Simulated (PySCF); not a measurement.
## Broadened absorption spectrum of C5H8OSi

Compound: C₅H₈OSi.
Cartesian coordinates in Å at the GFN2-xTB level; atoms count from 1:
```
atom  x, y, z in Å
C1    -1.943    0.811    0.544
Si2   -1.518   -0.935   -0.053
C3    -0.018   -0.815   -1.260
C4     1.105   -0.242   -0.592
C5     2.031    0.227    0.028
C6     3.117    0.792    0.740
O7     3.310    1.969    0.924
H8    -2.274    1.446   -0.274
H9    -2.738    0.789    1.284
H10   -1.079    1.289    1.000
H11   -1.138   -1.811    1.059
H12   -2.617   -1.531   -0.822
H13    0.238   -1.809   -1.629
H14   -0.290   -0.193   -2.113
H15    3.810    0.022    1.141
```

Method used: TDDFT PBE0/def2-SVPD, vertical, gas phase, core orbitals frozen in the response in PySCF.

Computed states:

```
state  E (eV)       f
   S1    3.83  0.0003
   S2    4.69  0.0017
   S3    5.37   0.311
   S4    6.63  0.0026
   S5    6.87  0.0003
   S6    6.91  0.0024
   S7    7.15  0.0007
   S8    7.22  0.0021
```

Each state is given a Gaussian of 0.25 eV full width at half maximum, with ε(max) = 2.175×10⁸ f / Δν̃ (Δν̃ the width in cm⁻¹). The width is an assumption, not a result. The curve ends short of the highest state used, and states not computed would add to its high-energy end.

(1) What does the envelope look like, and where are its maxima?

(2) Coming from long wavelengths, where does ε first pass 100 L mol⁻¹ cm⁻¹?

(3) On this curve, what absorbance would a 10⁻³ mol/L sample give at 193 nm over a 1 cm path?

## Answers

(1) 
(E (eV), ε (L mol⁻¹ cm⁻¹)): (3.45, 0), (3.53, 1), (3.60, 4), (3.68, 14), (3.75, 28), (3.82, 38), (3.90, 30), (3.97, 16), (4.04, 5), (4.12, 1), (4.19, 0), (4.26, 0), (4.34, 1), (4.41, 6), (4.49, 33), (4.56, 90), (4.63, 158), (4.71, 177), (4.78, 122), (4.85, 55), (4.93, 19), (5.00, 83), (5.07, 639), (5.15, 4009), (5.22, 12553), (5.29, 25450), (5.37, 33518), (5.44, 26770), (5.52, 12158), (5.59, 3825), (5.66, 779), (5.74, 74), (5.81, 6), (5.88, 0), (5.96, 0), (6.03, 0), (6.10, 0), (6.18, 0), (6.25, 0), (6.32, 4), (6.40, 26), (6.47, 87), (6.55, 207), (6.62, 283)

Maxima: 324 nm (3.83 eV), ε about 38, made up of S1 (100%); 265 nm (4.69 eV), ε about 180, made up of S2 (100%); 231 nm (5.37 eV), ε about 34000, made up of S3 (100%) (ε in L mol⁻¹ cm⁻¹; maxima over ε = 5, shares over 10%). At its high-energy end, 6.62 eV, the curve is still rising (ε about 280, from S4).

(2) At about 271 nm (4.57 eV), 0.74 eV above S1.

(3) 193 nm is 6.424 eV, where ε is about 41 L mol⁻¹ cm⁻¹, so A = ε c l ≈ 0.041 (Beer–Lambert, with the gas-phase spectrum and the assumed width).

One conformer stands for the species.
